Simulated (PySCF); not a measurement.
Work out the structure from these simulated measurements.

Formula: C6H15P2; charge +1.

| Quantity | Value |
| --- | --- |
| UV, strongest line | among the 10 lowest singlet transitions: S6 at 6.85 eV (181 nm, f = 0.122) [TDDFT PBE0/def2-SVPD] |
| UV, first state | lowest singlet excitation: 6.00 eV (207 nm, f = 0.002) [TDDFT PBE0/def2-SVPD] |
| 1H NMR | chemical shifts (computed TMS as zero) by class: 4.25 (1 H), 3.83 (2 H), 2.88 (2 H), 1.94 (2 H), 1.81 (2 H), 1.41 (6 H) ppm [GIAO B3LYP/pcSseg-1] |
| Polarisability | 116.5 au [PBE0/def2-SVPD] |
| Valence photoelectron | vertical ionisation energy: 14.24 eV [ΔSCF PBE0/def2-SVPD] |
| XPS | P2p3/2 141.8, P2p3/2 142.1, C1s 294.1 (×2), C1s 294.8 (×2), C1s 295.6 (×2), P1s 2155.4, P1s 2155.7 eV [ΔSCF SCAN, pcX-2 on the ionised atom, pcseg-1 elsewhere, spin-free X2C, 2p3/2 from a spin–orbit splitting computed afterwards within the 2p shell] |
| NMR, other nuclei | isotropic shieldings of nuclei other than C and H, by class: 488 (1 P), 525 (1 P) ppm [GIAO B3LYP/pcSseg-1] |
| Rotational structure | rotational constants A, B, C: 1.452, 1.070, 0.800 GHz [PBE0-D3(BJ)/def2-SVP] |
| 13C NMR | chemical shifts (computed TMS as zero) by class: 40.5 (2 C), 21.6 (2 C), 15.8 (2 C) ppm [GIAO B3LYP/pcSseg-1] |
| Triplet | lowest triplet excitation (Tamm–Dancoff): 5.01 eV [TDA PBE0/def2-SVPD] |

Gas-phase values; electronic properties from PySCF, density fitting. Levels stand in brackets. The structure is a single PBE0-D3(BJ)/def2-SVP conformer in the gas phase; no vibrational or solvent corrections. NMR values are class means; diastereotopic atoms form classes of their own.

Q: Propose a structure and show how it fits.

A: Numbering: `[CH3:1][CH2:2][C@@H:3]1[C@H:4]([CH2:5][CH3:6])[P@@H+:7]1[PH2:8]`. 6 carbons fall into 3 classes; from least to most shielded: ring sp3 carbon bound to phosphorus [C3/C4] (40.5 ppm, 2 C, up to 4.2 ppm apart in this geometry), chain CH2 carbon [C2/C5] (21.6 ppm, 2 C, up to 2.4 ppm apart in this geometry), methyl carbon [C1/C6] (15.8 ppm, 2 C). Hydrogen classes from least to most shielded: 1 H on a phosphorus bonded to 2 C, P and H, P7 (4.25 ppm), 2 H on a three-coordinate phosphorus, P8 (3.83 ppm), 2 H on 2 like atoms (sp3 carbon bound to phosphorus), C3/C4 (2.88 ppm), 2 H on 2 chain CH2 carbons, C2/C5 (1.94 ppm, a mean of values up to 1.0 ppm apart in this geometry), 2 H on 2 chain CH2 carbons, C2/C5 (1.81 ppm, a mean of values up to 0.9 ppm apart in this geometry), 6 H on 2 methyl carbons, C1/C6 (1.41 ppm, a mean of values up to 1.2 ppm apart in this geometry). The other shieldings belong to: 488 ppm, phosphorus bonded to 2 C, P and H [P7]; 525 ppm, three-coordinate phosphorus [P8]. The core levels belong to: P2p3/2 141.8 eV, three-coordinate phosphorus [P8]; P2p3/2 142.1 eV, phosphorus bonded to 2 C, P and H [P7]; C1s 294.1 eV, methyl carbon [C1/C6]; C1s 294.8 eV, chain CH2 carbon [C2/C5]; C1s 295.6 eV, sp3 carbon bound to phosphorus [C3/C4]; P1s 2155.4 eV, three-coordinate phosphorus [P8]; P1s 2155.7 eV, phosphorus bonded to 2 C, P and H [P7]. One atom of each topological class was ionised and stands for its class. S1 is mainly HOMO→LUMO (weight 0.96); the largest Löwdin shares of the orbital it empties are 0.30 on the phosphorus bonded to 2 C, P and H, 0.12 on an sp3 carbon bound to phosphorus, 0.11 on an sp3 carbon bound to phosphorus and 0.08 on a chain CH2 carbon, of the orbital it fills 0.44 on the three-coordinate phosphorus, 0.26 on the phosphorus bonded to 2 C, P and H and 0.14 on a P–H hydrogen. The optimised geometry has point group C1 and is an asymmetric top. Structure: `CC[C@@H]1[C@H](CC)[P@@H+]1P`. Computed isomers that give other values at the same levels: `C=CC[P@@+](C)(P)CC` (core binding energies: P2p3/2 141.2, P2p3/2 142.1, C1s 293.9, C1s 294.5, C1s 294.8, C1s 295.3, C1s 295.3, C1s 295.4, P1s 2154.8, P1s 2155.8 eV). The assignments are read from this structure; whether some other isomer fits the data as well wasn't checked.

Shape of the structure used: `[CH3:1][CH2:2][C@@H:3]1[C@H:4]([CH2:5][CH3:6])[P@@H+:7]1[PH2:8]`: C1–C2–C3–C4 -80°, C3–C4–C5–C6 -156°, H–P8–P7–C4 109°, H–P8–P7–C4 -156°.
